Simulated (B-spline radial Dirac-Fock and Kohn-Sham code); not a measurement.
## Binding energies of O at several levels of theory

System: neutral oxygen, [He] 2s1 2p5 (an excited configuration).

The density-functional columns are spherical, spin-unpolarised Dirac-Kohn-Sham results without Breit or QED terms: −ε is minus the orbital energy of the initial state and ΔSCF the difference of two total energies. The reference in the last column comes from Dirac-Fock ΔSCF + Breit + QED. All numbers are from a radial atomic solver, in eV; a selection of levels is shown. The Kohn-Sham columns are given as differences from the reference.

| level | LDA −ε − DF | LDA ΔSCF − DF | Dirac-Fock |
| --- | --- | --- | --- |
| 2s | -10.6 | -3.1 | 34.80 |
| 2p | -4.1 | +3.2 | 13.67 |

Values without a named source are computed, but for edge energies of neutral atoms, which are taken from tables.
